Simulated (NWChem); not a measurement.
A series in which one site is exchanged, each optimised at PBE0/def2-SVP with NWChem, gas phase unless a solvent is named. Some are not confirmed as minima by frequencies. def2 effective core potentials on I; no spin-orbit coupling.

A: [F][GeH3] (GeH3F; site = F)
B: [Cl][GeH3] (GeH3Cl; site = Cl)
C: [GeH4] (GeH4; site = H)
D: [GeH3][I] (GeH₃I; site = I)

**Question.** Rank them by orbital gap (eV), PBE0/def2-SVP, lowest first.

**Answer.** D (6.53), B (8.50), A (9.67), C (11.18)
